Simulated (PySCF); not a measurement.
## S: excitation energy

S [Ne] 3s2 3p4 (3P) → S [Ne] 3s1 3p4 3d1 (high-spin determinant), as a difference of total energies. All numbers are calculated (PySCF 2.14, the non-relativistic Hamiltonian (point nucleus), in aug-cc-pV(Q+d)Z (7s6p5d3f2g, 89 functions)). Correlated levels: valence: [Ne] frozen. The calculations carry no spin-orbit coupling.

```
           method  excitation energy (cm⁻¹)
              UHF                    145390
    MP2 (valence)                    149830
SCS-MP2 (valence)                    151650
   CCSD (valence)                    146400
CCSD(T) (valence)                    144910
```

The upper state lies above the first ionisation limit, where it may autoionise and the basis confines it.

The promoted electron is Rydberg-like, and one or two diffuse shells describe it only roughly, which tends to raise the upper state.

The coupled-cluster amplitudes are large for the upper state (T1 above 0.03 or a double amplitude above 0.15), so a single reference is strained.

The determinant of the upper state mixes LS terms, which raises its energy above the lowest term, most at the Hartree-Fock and MP2 levels.
